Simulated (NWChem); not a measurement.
Molecule: N2H4Se; SMILES N[Se]N

```xyz
7

Se     0.0000     0.0000     0.4106
N     -1.5286     0.0000    -0.6461
H     -1.6220    -0.8409    -1.2287
H     -1.6220     0.8409    -1.2287
N      1.5286     0.0000    -0.6461
H      1.6220     0.8409    -1.2287
H      1.6220    -0.8409    -1.2287
```
Atoms are numbered in this order, from 1.

Coordinates come from a PBE-D3(BJ)/def2-SVP optimisation.

Symmetry labels are those of C2v in the frame above (b1 and b2, or b-type labels, depend on it).

### Question
List the 4 lowest vertical singlet excitations from LDA (Slater exchange, VWN5)/aug-cc-pVDZ, TDA (NWChem).

### Answer
| state | energy (eV) | oscillator strength | symmetry | leading excitation (squared amplitude) |
|---|---|---|---|---|
| S1 | 4.29 | 0.005 | b2 | HOMO → LUMO (0.90) |
| S2 | 4.58 | 0.000 | a2 | HOMO → LUMO+1 (0.99) |
| S3 | 5.26 | 0.013 | b2 | HOMO → LUMO+2 (0.89) |
| S4 | 5.29 | 0.070 | b1 | HOMO−1 → LUMO (0.78) |
